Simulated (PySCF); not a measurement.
Mean polarisability (bohr³) of eight silicon and germanium compounds: PBE beside PBE0, computed with PySCF for isolated molecules in the bases named; differences from unrounded values. The eight are the first of their class met in an unordered collection, after screening for sound electronic states; none was chosen by its value. Each molecule has one DFT geometry for both levels.

| molecule | basis | PBE0 | PBE | difference |
|---|---|---|---|---|
| Si(F)3(NCO) (CF3NOSi), SMILES O=C=N[Si](F)(F)F | def2-TZVP | 39.2 | 41.3 | 2.1 |
| C₂H₁₀N₂Si₂, SMILES N[Si@@H]1C[SiH2]CN1 | def2-TZVP | 87.3 | 91.3 | 4.0 |
| CH11NSi3, SMILES C[SiH2]N[SiH2][SiH3] | def2-TZVP | 102.9 | 107.1 | 4.2 |
| C₃H₅ClOSi, SMILES O1C=CC[Si@H]1Cl | def2-TZVP | 69.4 | 71.8 | 2.4 |
| Cl3GeHS, SMILES [SH][Ge]([Cl])([Cl])[Cl] | def2-TZVP | 83.2 | 85.9 | 2.7 |
| FH₇OSi₃, SMILES O[SiH2][Si@H](F)[SiH3] | def2-TZVP | 87.7 | 91.4 | 3.8 |
| F2H5NSi2, SMILES N[SiH2][SiH](F)F | def2-TZVP | 60.3 | 63.3 | 3.0 |
| Si(F)(Br)(OH)2 (BrFH₂O₂Si), SMILES Br[Si](O)(O)F | def2-TZVP | 46.7 | 48.9 | 2.3 |

PBE lies below PBE0 in 0 and above it in 8 of the eight; the mean signed difference is 3.1 and the largest 4.2 bohr³.
